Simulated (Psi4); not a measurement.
C₂H₆STe (SMILES CS[Te]C), singlet, at a GFN2-xTB geometry (core potentials on Te); PBE/def2-TZVPP run with Psi4.

Psi4 was given this input:
```
memory 2 GB

molecule mol {
0 1
  Te   -0.311110   -0.106769    0.714037
  C    -1.618174    1.364144   -0.209419
  H    -2.437047    1.548166    0.472871
  H    -2.006189    0.991439   -1.149735
  H    -1.066946    2.280718   -0.376399
  S     1.440036    0.139734   -0.881988
  C     0.954219   -1.005586   -2.213105
  H     0.896478   -2.018004   -1.827005
  H     1.731348   -0.939366   -2.967156
  H     0.003207   -0.698068   -2.635574
}

set basis def2-tzvpp
set reference rks

energy('pbe')
print_variables()
```

Output, abridged:

```
   => Loading Basis Set <=

    Name: DEF2-TZVPP
    Role: ORBITAL
    Keyword: BASIS

    !!!  WARNING: ECP capability is in beta. Please check occupations closely.  !!!

         ---------------------------------------------------------
                                   SCF
               by Justin Turney, Rob Parrish, Andy Simmonett
                          and Daniel G. A. Smith
                              RKS Reference
         ---------------------------------------------------------

  ==> Geometry <==

    Molecular point group: c1
    Full point group: C1

    Geometry (in Angstrom), charge = 0, multiplicity = 1:

       Center              X                  Y                   Z               Mass
    ------------   -----------------  -----------------  -----------------  -----------------
         TE          -0.283790353065    -0.086314807752     0.573674012042   129.906222748000
         C           -1.590854353065     1.384598192248    -0.349781987958    12.000000000000
         H           -2.409727353065     1.568620192248     0.332508012042     1.007825032230
         H           -1.978869353065     1.011893192248    -1.290097987958     1.007825032230
         H           -1.039626353065     2.301172192248    -0.516761987958     1.007825032230
         S            1.467355646935     0.160188192248    -1.022350987958    31.972071174400
         C            0.981538646935    -0.985131807752    -2.353467987958    12.000000000000
         H            0.923797646935    -1.997549807752    -1.967367987958     1.007825032230
         H            1.758667646935    -0.918911807752    -3.107518987958     1.007825032230
         H            0.030526646935    -0.677613807752    -2.775936987958     1.007825032230

  Running in c1 symmetry.

  Rotational constants: A =      0.17085  B =      0.05902  C =      0.05198 [cm^-1]
  Rotational constants: A =   5122.09742  B =   1769.48159  C =   1558.40933 [MHz]
  Nuclear repulsion =  257.806814564135266

  Charge       = 0
  Multiplicity = 1
  Electrons    = 58
  Nalpha       = 29
  Nbeta        = 29

  ==> Algorithm <==

  SCF Algorithm Type is DF.
  DIIS enabled.
  MOM disabled.
  Fractional occupation disabled.
  Guess Type is SAD.
  Energy threshold   = 1.00e-06
  Density threshold  = 1.00e-06
  Integral threshold = 1.00e-12

  ==> Primary Basis <==

  Basis Set: DEF2-TZVPP
    Blend: DEF2-TZVPP
    Number of shells: 88
    Number of basis functions: 238
    Number of Cartesian functions: 269
    Spherical Harmonics?: true
    Max angular momentum: 3

  Core potential: DEF2-TZVPP
    Number of shells: 4
    Number of ECP primitives: 18
    Number of ECP core electrons: 28
    Max angular momentum: 3

  ==> DFT Potential <==

   => LibXC <=

    Version 7.1.2
    S. Lehtola, C. Steigemann, M. J. T. Oliveira, and M. A. L. Marques,  SoftwareX 7, 1–5 (2018) (10.1016/j.softx.2017.11.002)

   => Composite Functional: PBE <=

    PBE GGA Exchange-Correlation Functional

    J.P. Perdew et. al., Phys. Rev. Lett., 77(18), 3865-3868, 1996

    Deriv               =              1
    GGA                 =           TRUE
    Meta                =          FALSE

    Exchange Hybrid     =          FALSE
    MP2 Hybrid          =          FALSE

   => Exchange Functionals <=

    1.0000     XC_GGA_X_PBE

   => Correlation Functionals <=

    1.0000     XC_GGA_C_PBE

   => LibXC Density Thresholds  <==

    XC_GGA_C_PBE:  1.00E-12
    XC_GGA_X_PBE:  1.00E-15

   => Molecular Quadrature <=

    Radial Scheme          =       TREUTLER
    Pruning Scheme         =           NONE
    Nuclear Scheme         =       TREUTLER

    Blocking Scheme        =         OCTREE
    BS radius alpha        =              1
    Pruning alpha          =              1
    Radial Points          =             75
    Spherical Points       =            302
    Total Points           =         215096
    Total Blocks           =           1656
    Max Points             =            256
    Max Functions          =            225
    Weights Tolerance      =       1.00E-15

   => Loading Basis Set <=

    Name: (DEF2-TZVPP AUX)
    Role: JKFIT
    Keyword: DF_BASIS_SCF

  ==> Integral Setup <==

  SCF_SUBTYPE=INCORE selected. In-core MEM_DF algorithm will be used.
  Using in-core AOs.

  ==> MemDFJK: Density-Fitted J/K Matrices <==

    J tasked:                   Yes
    K tasked:                    No
    wK tasked:                   No
    Algorithm:                 Core
    Schwarz Cutoff:           1E-12
    Mask sparsity (%):       8.1209
    Fitting Condition:        1E-10

   => Auxiliary Basis Set <=

  Basis Set: (DEF2-TZVPP AUX)
    Blend: DEF2-UNIVERSAL-JKFIT
    Number of shells: 170
    Number of basis functions: 604
    Number of Cartesian functions: 762
    Spherical Harmonics?: true
    Max angular momentum: 5

  Minimum eigenvalue in the overlap matrix is 4.8255732586E-04.
  Reciprocal condition number of the overlap matrix is 6.6971028843E-05.
    Using symmetric orthogonalization.

  ==> Pre-Iterations <==

  SCF Guess: Superposition of Atomic Densities via on-the-fly atomic UHF (no occupation information).

   -------------------------
    Irrep   Nso     Nmo
   -------------------------
     A        238     238
   -------------------------
    Total     238     238
   -------------------------

  ==> Iterations <==

                           Total Energy        Delta E     RMS |[F,P]|

   @DF-RKS iter SAD:  -743.72309975215853   -7.43723e+02   0.00000e+00
   @DF-RKS iter   1:  -744.19839845228068   -4.75299e-01   7.34402e-03 ADIIS/DIIS
   @DF-RKS iter   2:  -737.19582624663440    7.00257e+00   1.33319e-02 ADIIS/DIIS
   @DF-RKS iter   3:  -745.40083518173378   -8.20501e+00   3.39072e-03 ADIIS/DIIS
   @DF-RKS iter   4:  -745.47086497428120   -7.00298e-02   3.14130e-03 ADIIS/DIIS
   @DF-RKS iter   5:  -745.79160369569036   -3.20739e-01   7.01758e-04 ADIIS/DIIS
   @DF-RKS iter   6:  -745.80263715543322   -1.10335e-02   3.32917e-04 ADIIS/DIIS
   @DF-RKS iter   7:  -745.80512849410320   -2.49134e-03   1.53536e-04 ADIIS/DIIS
   @DF-RKS iter   8:  -745.80578428617230   -6.55792e-04   3.30669e-05 DIIS
   @DF-RKS iter   9:  -745.80581327637140   -2.89902e-05   1.00575e-05 DIIS
   @DF-RKS iter  10:  -745.80581503874782   -1.76238e-06   3.16955e-06 DIIS
   @DF-RKS iter  11:  -745.80581532412407   -2.85376e-07   1.37599e-06 DIIS
   @DF-RKS iter  12:  -745.80581538354068   -5.94166e-08   2.81827e-07 DIIS
  Energy and wave function converged.

  ==> Post-Iterations <==

   Electrons on quadrature grid:
      Ntotal   =   58.0000339847 ; deviation = 3.398e-05

    Orbital Energies [Eh]
    ---------------------

    Doubly Occupied:

[...]
    Virtual:

[...]
    Final Occupation by Irrep:
              A
    DOCC [    29 ]
    NA   [    29 ]
    NB   [    29 ]

  @DF-RKS Final Energy:  -745.80581538354068

   => Energetics <=

    Nuclear Repulsion Energy =            257.8068145641352658
    One-Electron Energy =               -1637.2911290186266342
    Two-Electron Energy =                 692.9448101806094655
    DFT Exchange-Correlation Energy =     -59.2663111096587585
    Empirical Dispersion Energy =           0.0000000000000000
    VV10 Nonlocal Energy =                  0.0000000000000000
    Total Energy =                       -745.8058153835406756

Computation Completed

Properties will be evaluated at   0.000000,   0.000000,   0.000000 [a0]

Properties computed using the SCF density matrix

 Multipole Moments:

 ------------------------------------------------------------------------------------
     Multipole            Electronic (a.u.)      Nuclear  (a.u.)        Total (a.u.)
 ------------------------------------------------------------------------------------

 L = 1.  Multiply by 2.5417464519 to convert [e a0] to [Debye]
 Dipole X            :        -20.0092723           19.4558577           -0.5534145
 Dipole Y            :         -8.0013461            7.8912396           -0.1101065
 Dipole Z            :         52.7625282          -53.1657727           -0.4032445
 Magnitude           :                                                    0.6935396

 ------------------------------------------------------------------------------------

  Variable Map:
  ----------------------------------------------------------------------------
[...]
  Array Variable Map:
  ----------------------------------------------------------------------------
[...]
[...]
```
